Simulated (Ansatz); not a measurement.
A nudged elastic band was laid between two geometries of ClH₈NO₃SiTi (15 atoms, charge 0, multiplicity 1).

The calculation used RKS PBE/def2-SVP in Ansatz 0.2.0.

```
movable images  : 7
climbing image  : yes
spring          : 5.0 eV/Å²
optimiser       : quadratic models (default)
start path      : through a guess of the saddle point
force threshold : 0.05 eV/Å
iteration limit : 60
end points      : relaxed
```

Initial state:

```xyz
15
Properties=species:S:1:pos:R:3
Ti -0.150 0.210 0.360
O -0.523 0.194 2.147
Si -1.457 -0.574 3.308
H -1.888 -1.938 2.838
H -0.653 -0.721 4.573
H -2.680 0.250 3.616
Cl 1.778 -0.784 -0.435
O -0.896 1.616 -0.536
H -1.666 1.393 -1.093
O -1.193 -1.126 -0.245
H -0.961 -1.928 -0.745
N 1.361 1.876 0.919
H 2.301 1.663 0.563
H 1.034 2.754 0.496
H 1.413 2.005 1.938
```

Final state:

```xyz
15
Properties=species:S:1:pos:R:3
Ti 0.519 0.475 -0.698
O -1.347 0.054 2.130
Si -1.286 -0.551 3.701
H -2.365 -1.587 3.807
H 0.048 -1.183 4.017
H -1.536 0.540 4.711
Cl 2.473 -0.415 -1.310
O -0.164 1.594 -1.914
H -1.020 1.536 -2.376
O -0.659 -0.776 -0.290
H -1.096 -0.701 0.615
N 0.723 1.466 0.962
H 1.543 1.243 1.546
H 0.607 2.488 0.953
H -0.622 0.708 1.850
```

What changes between the two ends?

Bonds broken: Ti1–O2, N12–H15. Bonds formed: O2–H15. ClH8NO3SiTi becomes ClH4NO2Ti + H4OSi.

What energy profile does the band end with?

The run converged. The highest image is number 5 of 0 to 8, 29.2 kcal/mol above the first end and 7.5 kcal/mol above the last; the last end lies 21.6 kcal/mol above the first. A vibrational analysis at the climbing image gives one clearly imaginary mode, 209i cm⁻¹, and a faint second one (33i cm⁻¹) that may be numerical noise or a soft torsion: probably a first-order saddle point. The orbitals stay closed-shell, which can raise the energy where a bond breaks towards radicals; this wasn't checked here.

```
image  path coordinate (Å)  energy (kcal/mol)  Ti1–O2 (Å)  N12–H15 (Å)  O2–H15 (Å)
    0                 0.00                0.0        1.83         1.03        2.66
    1                 1.08                0.4        1.83         1.03        2.58
    2                 2.16                2.2        1.85         1.03        2.53
    3                 3.24                5.7        1.87         1.03        2.34
    4                 4.32               11.2        1.95         1.03        1.95
    5                 5.41               29.2        2.44         1.43        1.11
    6                 7.12               22.2        3.29         1.77        1.02
    7                 8.84               21.9        3.37         1.78        1.02
    8                10.55               21.6        3.41         1.78        1.02
```

What is the geometry of the highest image?


```xyz
15
Properties=species:S:1:pos:R:3
Ti 0.283 0.400 -0.314
O -0.586 0.091 1.941
Si -1.598 -0.218 3.240
H -2.588 -1.271 2.817
H -0.816 -0.744 4.419
H -2.358 1.003 3.691
Cl 1.775 0.567 -1.962
O -1.105 1.398 -0.810
H -2.016 1.128 -1.026
O -0.049 -1.361 -0.288
H -0.345 -1.693 0.584
N 1.316 1.367 1.140
H 2.291 1.070 1.280
H 1.315 2.392 1.047
H 0.299 0.761 1.945
```

Time of the run: 4.6 min on 4 threads of AMD EPYC 9R45 96-Core Processor (Zen 5), with other jobs on the host, peak memory 0.3 GiB.
